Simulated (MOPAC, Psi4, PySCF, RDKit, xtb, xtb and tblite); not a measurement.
Two geometries of SMILES CC(C)(C)C[SiH2]S (C₅H₁₄SSi), singlet, relaxed at GFN2-xTB with one dihedral held; other torsions can differ between them too.

Structure A

```
21

C     -0.2366    -4.1742    -1.8839
C      0.2653    -2.7264    -1.9382
C     -0.9333    -1.7819    -1.8509
C      0.9950    -2.5034    -3.2625
C      1.2157    -2.4995    -0.7559
Si     1.9888    -0.7813    -0.5807
S      3.2207    -0.9435     1.1857
H      0.5955    -4.8719    -1.9507
H     -0.7667    -4.3623    -0.9525
H     -0.9165    -4.3754    -2.7090
H     -0.6206    -0.7479    -1.9731
H     -1.6545    -2.0131    -2.6320
H     -1.4302    -1.8805    -0.8883
H      0.3489    -2.7631    -4.0986
H      1.8883    -3.1215    -3.3174
H      1.2889    -1.4624    -3.3717
H      2.0263    -3.2318    -0.8163
H      0.6789    -2.7262     0.1701
H      1.0361     0.2953    -0.3151
H      2.8877    -0.4001    -1.6688
H      3.6803     0.2954     1.1542
```

Structure B

```
21

C     -1.7477    -1.5677    -4.6873
C     -2.4427    -1.6146    -3.3215
C     -3.6056    -0.6230    -3.3194
C     -2.9756    -3.0281    -3.0873
C     -1.4120    -1.2481    -2.2410
Si    -2.0091    -0.8402    -0.4877
S     -3.0695    -2.5028     0.3904
H     -0.8882    -2.2348    -4.7042
H     -1.4034    -0.5595    -4.9105
H     -2.4330    -1.8758    -5.4741
H     -4.1946    -0.7254    -2.4105
H     -4.2607    -0.8071    -4.1684
H     -3.2394     0.3998    -3.3844
H     -3.7017    -3.2908    -3.8537
H     -2.1662    -3.7545    -3.1211
H     -3.4626    -3.1078    -2.1192
H     -0.6775    -2.0551    -2.1797
H     -0.8622    -0.3653    -2.5779
H     -0.8467    -0.6248     0.3745
H     -2.8989     0.3167    -0.4134
H     -3.0672    -2.0286     1.6258
```

Task: Which is lower in energy at the level B3LYP-D3(BJ)/def2-SVP // GFN2-xTB (Psi4 1.11), and by how much?

Result: B is lower, by 2.19 kJ/mol (dihedral C2–C5–Si6–S7: 180° in A, 60° in B).

E(B) − E(A) in kJ/mol at the other levels, on the same two geometries: GFN2-xTB (xtb and tblite) 4.05; MMFF94 // GFN2-xTB (RDKit) 11.49; B3LYP/def2-SVP // GFN2-xTB (Psi4) 1.21; PBE/def2-SVP // GFN2-xTB (Psi4) 0.06; PBE-D3(BJ)/def2-SVP // GFN2-xTB (Psi4) -1.92; UFF // GFN2-xTB (RDKit) 7.86; PM7, restricted, heats of formation // GFN2-xTB (MOPAC) 3.09; PM6, restricted, heats of formation // GFN2-xTB (MOPAC) 1.57; GFN1-xTB // GFN2-xTB (xtb) -1.19; restricted B3LYP/6-31G*, spherical d, density fitting // GFN2-xTB (PySCF) 3.24; restricted MP2 (frozen core)/6-31G*, spherical d // GFN2-xTB (PySCF) 2.01; restricted Hartree-Fock/LANL2DZ, with its core potentials past Ne // GFN2-xTB (PySCF) 5.90; restricted B3LYP/3-21G, density fitting // GFN2-xTB (PySCF) 0.58.

MMFF94 has few fitted parameters for silicon.
